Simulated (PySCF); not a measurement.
Start geometry of `Fc1coc([SiH3])c1` from GFN2-xTB (Å):
```
atom  x, y, z in Å
F1    -2.976    1.138    0.226
C2    -1.855    0.496    0.032
C3    -1.737   -0.736   -0.538
O4    -0.386   -1.067   -0.551
C5     0.290   -0.064   -0.008
Si6    2.152   -0.261    0.102
C7    -0.548    0.945    0.382
H8    -2.415   -1.418   -0.934
H9     2.683    0.951    0.748
H10    2.681   -0.439   -1.240
H11    2.442   -1.452    0.922
H12   -0.293    1.877    0.851
```

**Question.** What comes out of this run: PySCF, PBE0-D3(BJ)/def2-SVP geometry optimisation, gas phase?

**Answer.** 
```
atom  x, y, z in Å
F1    -2.8423    0.9904    1.0854
C2    -1.7935    0.3935    0.5484
C3    -1.7896   -0.7998   -0.1138
O4    -0.5318   -1.0738   -0.5061
C5     0.2836   -0.0624   -0.1036
Si6    2.1060   -0.1537   -0.5061
C7    -0.4597    0.8808    0.5621
H8    -2.5669   -1.5176   -0.3580
H9     2.7502    1.0189    0.1531
H10    2.3334   -0.0896   -1.9806
H11    2.6955   -1.4223    0.0144
H12   -0.1049    1.8096    1.0028
```

The energy falls by 0.135 eV over 17 energy and gradient evaluations, the largest force component goes from 0.0478 to 3.1e-04 Eh/bohr, and the atoms move by 0.063 Å rms after alignment. Among the bonds, C3–O4 and C3–H8 change most and about equally (-0.045 to +0.045 Å). Bonds longer at the end by more than 0.005 Å: 7 of 12; shorter: 3. Among the angles that change most is C5–Si6–H10, from 108.6° to 111.0°. Rotational constants go from 6884, 1228, 1055 to 6724, 1226, 1049 MHz. The orientation of the end geometry is arbitrary; only internal coordinates are fixed.

The run used 127 basis functions and 115 SCF cycles in all. Time: 1.7 min of wall time; peak memory 0.53 GiB. Hardware: one thread of an Arm Neoverse V1 (shared host).

Not checked by PBE0-D3(BJ)/def2-SVP frequencies.
